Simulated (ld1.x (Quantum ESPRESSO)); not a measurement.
## Before and after: TM potential for tin (Sn)

Sn (Z = 50), norm-conserving Troullier–Martins (Kleinman–Bylander form), made with ld1.x (Quantum ESPRESSO) 7.5 (PBE, scalar-relativistic). Core [Kr] 4d10, reference 5s2 5p1 (charge +1). Waves: 5p (bound): rc 2.10 bohr; 5d channel at 0.2 Ry: rc 1.85 bohr; 5s (bound): rc 2.00 bohr. Local part: the s channel. Core correction: none.

All-electron outer shells of the reference configuration (PBE, scalar-relativistic, ld1.x):

```json
{"shell": "5s", "level (eV)": "-17.81", "outermost node (bohr)": "0.98", "outermost maximum (bohr)": "1.99"}
{"shell": "5p", "level (eV)": "-10.25", "outermost node (bohr)": "1.08", "outermost maximum (bohr)": "2.43"}
```

Change: type TM semilocal; local potential the d channel.

Cutoffs: the cutoffs (Ry, on a coarse ladder) from which the occupation-weighted sum of valence levels, in a spherical-Bessel basis at the reference potential, stays within 10 and 1 mRy of its value at 400 Ry; they do not see the model core or the augmentation charge, which bear on the density cutoff. Errors are all-electron minus pseudo energies relative to the spin-unpolarised reference configuration.

Q: How do hardness, ghosts and transferability respond?

A: The potential gets neither clearly harder nor softer (21 Ry and 30 Ry → 21 Ry and 30 Ry); the bound ghost in d disappears; the errors of the 7 common tests hardly move; the range in which the p phases agree narrows (upper end 4.4 → 3.2). A semilocal file is local in each channel, so a ghost entry of none says nothing of the separable form that plane-wave codes build from it.

| quantity | base | changed |
| --- | --- | --- |
| cutoff, loose | 21 Ry | 21 Ry |
| cutoff, tight | 30 Ry | 30 Ry |
| bound ghosts | d | none |
| error for 5s2 5p2, meV [ΔE -6.87 eV] | +8.9 | +9.2 |
| error for 5s2 5p0, meV [ΔE 13.95 eV] | +22 | +22 |
| error for 5s1 5p0, meV [ΔE 44.92 eV] | +177 | +177 |
| error for 5s2 5p1.5, meV [ΔE -4.26 eV] | +3.2 | +3.3 |
| error for 5s1 5p3, meV [ΔE 0.10 eV] | +37 | +37 |
| error for 5s1 5p2, meV [ΔE 7.65 eV] | +21 | +21 |
| error for 5s0 5p4, meV [ΔE 7.31 eV] | +100 | +100 |
| s: phases at 2.30 bohr within 0.05 rad from the reference energy up to (Ry; the scan ends near 5) | 3.0 | 3.0 |
| p: phases at 2.30 bohr within 0.05 rad from the reference energy up to (Ry; the scan ends near 5) | 4.4 | 3.2 |
| d: phases at 2.30 bohr within 0.05 rad from the reference energy up to (Ry; the scan ends near 5) | 1.3 | 0.3 |

 A true bound ghost makes a file unfit for plane-wave use even where its test errors are small: the radial tests pick states by their node count and pass the ghost by.
